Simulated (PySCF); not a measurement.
Compound: N,N-dimethylpropionamide, C₅H₁₁NO.
Numbering: `[CH3:1][CH2:2][C:3](=[O:4])[N:5]([CH3:6])[CH3:7]` (hydrogens: H8, H9, H10 on C1; H11, H12 on C2; H13, H14, H15 on C6; H16, H17, H18 on C7)

Computed geometry: GFN2-xTB, gas phase.

Question: List the bond lengths, angles and torsions at this level.

Answer: 
| bond | length (Å) |
| --- | --- |
| C1–C2 | 1.523 |
| C2–C3 | 1.520 |
| C3=O4 | 1.216 |
| C3–N5 | 1.359 |
| N5–C6 | 1.443 |
| N5–C7 | 1.446 |
| C1–H8, C1–H9, C1–H10 | 1.087 |
| C2–H11, C2–H12 | 1.093 |
| C6–H13, C6–H14, C6–H15 | 1.091 |
| C7–H16, C7–H17, C7–H18 | 1.091 |

Bonds in one row agree within 0.01 Å and their mean is given. A selection of angles:
| angle | degrees |
| --- | --- |
| C2–C1–H8 | 110.1 |
| C2–C1–H10 | 110.6 |
| H8–C1–H9 | 107.8 |
| H8–C1–H10 | 109.0 |
| C1–C2–C3 | 111.0 |
| C1–C2–H11 | 110.0 |
| C3–C2–H11 | 109.1 |
| H11–C2–H12 | 107.8 |
| C2–C3–O4 | 122.6 |
| C2–C3–N5 | 115.5 |
| O4–C3–N5 | 121.8 |
| C3–N5–C6 | 123.9 |
| C3–N5–C7 | 119.2 |
| C6–N5–C7 | 117.0 |
| N5–C6–H13 | 111.5 |
| N5–C6–H14 | 108.7 |
| H13–C6–H14 | 108.3 |
| N5–C7–H16 | 110.6 |
| N5–C7–H18 | 107.7 |
| H16–C7–H17 | 109.3 |

Dihedral angles: C1–C2–C3–O4 -2° (synperiplanar); C2–C3–N5–C6 0° (synperiplanar). The mirror-image conformer, all signs reversed, is as good.

N5 (amide nitrogen) is planar (angles 123.9°, 119.2° and 117.0°, sum 360.0°, 0.01 Å off the plane of its three neighbours). The 3 C–N bonds span 1.359 Å (C3–N5, drawn single) to 1.446 Å (N5–C7, drawn single), a spread of 0.087 Å. Of the pairs four or more bonds apart, O4···H18 is among the closest relative to their van der Waals radii: 2.21 Å, 81 % of the sum of Bondi's values. The 7 heavy atoms lie in one plane (0.011 Å rms).

Point group: near Cs, missed by 0.13 Å at most; the miss may be what the optimiser left on a soft mode. GFN2-xTB frequencies: not computed here. One conformer, not necessarily the lowest.
